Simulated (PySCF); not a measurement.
C5H3F3S2.
Numbering: `[F:1][C:2]([F:3])([F:4])[S:5][c:6]1[cH:7][cH:8][s:9][cH:10]1`

Definitions: NICS(0) = −σiso at the ring centroid; NICS(1) = −σiso and NICS(1)zz = −σzz at ±1 Å along the ring normal z. Level: GIAO PBE0/pcSseg-1 (PySCF, non-relativistic, gas phase) on the PBE0-D3(BJ)/def2-SVP geometry, one conformer.

Ring bond lengths (Å), with Mayer bond orders in brackets: C6–C7 1.428 (1.20), C7–C8 1.367 (1.58), C8–S9 1.720 (1.17), S9–C10 1.709 (1.21), C10–C6 1.375 (1.51).

Give the NICS values of each ring in ppm.

```csv
ring,type,NICS(0),"NICS(1), two faces","NICS(1)zz, two faces",rms pucker (Å),"centre to ring atoms, mean (Å)"
C6–C7–C8–S9–C10,5-membered ring with S; formal bonds all aromatic,-12.7,-11.4 / -11.4,-27.4 / -26.4,0.00,1.29
```

What do they say, and how far can they be read as aromaticity?

- C6–C7–C8–S9–C10: mean NICS(1)zz -26.9 ppm, shielded, aromatic by this magnetic criterion (flat ring, no four-coordinate atom).

What does the geometric index give? HOMA = 1 − mean of α(R − Ropt)² over the ring bonds, with Krygowski's 1993 parameters (CC: Ropt 1.388 Å, α 257.7 Å⁻²; CS: Ropt 1.677 Å, α 94.09 Å⁻²).

- C6–C7–C8–S9–C10: HOMA 0.83; the largest term is that of C6–C7, α(R − Ropt)² = 0.41. The geometric and the magnetic index point the same way.

How do the values depend on the level or the medium?

```tsv
level	NICS(0), C6–C7–C8–S9–C10	mean NICS(1)zz, C6–C7–C8–S9–C10
PBE0/pcSseg-1, gas	-12.7	-26.9
wB97X-D/pcSseg-1, gas	-12.4	-26.6
```

The geometry is the same throughout.

Time: 25 s of wall time. Hardware: Arm Neoverse V2, one thread (shared host). This is the whole shielding run at PBE0/pcSseg-1, SCF included.

Shape of the structure used: `[F:1][C:2]([F:3])([F:4])[S:5][c:6]1[cH:7][cH:8][s:9][cH:10]1`: F1–C2–S5–C6 180°, C2–S5–C6–C7 -85°.
